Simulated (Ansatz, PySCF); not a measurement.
Dimer: HCl (SMILES Cl) (first 2 atoms) with Cl2 (SMILES ClCl); geometry from B3LYP-D3(BJ)/def2-TZVP.
(charge 0, multiplicity 1):
```xyz
4

Cl     0.42444    -0.56667    -0.33205
H      0.01093     0.62974    -0.54127
Cl    -0.18103     0.56213     4.72738
Cl     0.08508     0.03233     2.79401
```

Interaction energies are E(AB) − E(A) − E(B) at the monomers' geometry in the complex; basis-set methods are counterpoise corrected.

Codes used: Ansatz (Gaussian orbitals); PySCF for the dispersion terms. Values without a source in brackets are computed.

### Question
Predict the interaction energy from BLYP-D3(BJ)/def2-TZVPPD.

### Answer
-2.0 kcal/mol

### Question
What is the computed interaction energy (HF/aug-cc-pV(D+d)Z)?

### Answer
0.7 kcal/mol

### Question
What is the computed interaction energy (wB97M-V/def2-TZVPPD)?

### Answer
-1.3 kcal/mol

Ansatz is a quantum-chemistry and plane-wave program.
